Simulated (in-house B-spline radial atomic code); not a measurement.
Eu²⁺. Computed with a B-spline radial atomic code. Model: non-relativistic spherical atom: semilocal Troullier-Martins pseudo-atom, one channel per l, against all electrons, high spin, G0W0 and RPA with empty states to l = 8, local potential for every l without a channel, a model core (radius 0 = none) keeps its share of the functional.

Without relativity these are model numbers for so heavy an element.

What the tables leave out is listed at the end.

The pseudopotential gives back the lowest level of each angular momentum of its own functional in the configuration it was made in; a second state of the same l is only approximately right. Exact exchange, RPA and GW see the smooth pseudo-orbitals and miss the exchange with the core, for which the functional's share stands in. The column with an uncorrelated core keeps all orbitals and exact exchange, and so separates missing core correlation from pseudisation. Only the three outermost levels and the lowest empty one were computed. RPA here is direct RPA, with no exchange kernel, and its energies carry an (l + 1/2)⁻⁴ tail. A hybrid on a potential with a model core restores only its own semilocal share of the core's exchange.

Command:
```bash
python run_psgw.py task.json out
```
Settings (lengths in bohr, energies in hartree):
```
Z                      63
electrons              61
configuration          [Xe] 4f7
generated_in           [Xe] 4f7 6s2
functional             lda,vwn
core_shells            9
radius_factor          1.15
core_correction        True
```

Cost of the run: 51 s on 1 thread of Arm Neoverse N1 (shared host).

Given: made with LDA VWN5; model core radius 0.923 bohr; local radius 1.655 bohr; mean-field start LDA VWN5.

Valence shells of the generating configuration: 5s, 5p, 4f, 6s.

Channel: s 1.523, p 1.651, d 2.403, f 2.279 (radii in bohr).

Computed: largest level miss in the spin-unpolarised generating configuration 0.035 eV; valence RPA correlation energy all-electron orbitals -0.90541 hartree; valence RPA correlation energy pseudo -1.2147 hartree; pseudo-atom RPA polarisability 7.5614 bohr³.

```tsv
level	occupied	mean-field all-electron (eV)	mean-field pseudo minus all (eV)	G0W0 all-electron (eV)	G0W0 uncorrelated core minus all (eV)	G0W0 pseudo minus all (eV)	exchange self-energy all-electron (eV)	exchange self-energy pseudo (eV)
4f up	1	-21.096	-0.867	-28.751	0.267	3.918	-62.274	-33.247
5p down	1	-35.018	0.435	-40.971	0.164	0.12	-26.026	-21.237
4f down (empty)	0	-16.226	0.271	-8.6604	0.714	-0.124	-25.824	-3.4015
```

(1) What is the all-electron RPA polarisability, core included?

Given: mean-field start PBE0.

Computed: valence RPA correlation energy all-electron orbitals -0.84601 hartree; valence RPA correlation energy pseudo -1.1632 hartree; all-electron RPA polarisability, core included 6.7884 bohr³.

| level | occupied | mean-field all-electron (eV) | mean-field pseudo minus all (eV) | G0W0 all-electron (eV) | G0W0 uncorrelated core minus all (eV) | G0W0 pseudo minus all (eV) | exchange self-energy all-electron (eV) | exchange self-energy pseudo (eV) |
| --- | --- | --- | --- | --- | --- | --- | --- | --- |
| 4f up | 1 | -23.773 | 1.266 | -29.115 | 0.239 | 4.741 | -62.799 | -32.991 |
| 5p down | 1 | -36.413 | 0.467 | -40.975 | 0.161 | 0.614 | -25.796 | -21.139 |
| 5d up (empty) | 0 | -13.152 | -0.66 | -10.411 | 0.021 | -0.669 | -7.6987 | -8.3391 |

(2) What is the pseudo-atom RPA polarisability?

Results:

(1) 7.5865 bohr³.

(2) 7.1714 bohr³.

Among the listed levels the largest G0W0 shift of the pseudo-atom is +4.74 eV, for 4f up on the PBE0 start, while leaving the core uncorrelated moves that level by +0.24 eV. So pseudisation and the lost core exchange, not the missing core correlation, make the error. Not in the tables (levels of low weight, unsolved or above zero; the highest and the empty levels are kept at any weight): on LDA the G0W0 levels 5p up (pseudo minus all -1.58 eV, weights 0.19 and 0.42); on PBE0 the G0W0 levels 5p up (pseudo minus all -0.99 eV, weights 0.66 and 0.73); no Hartree-Fock pseudo-atom is run with a model core.
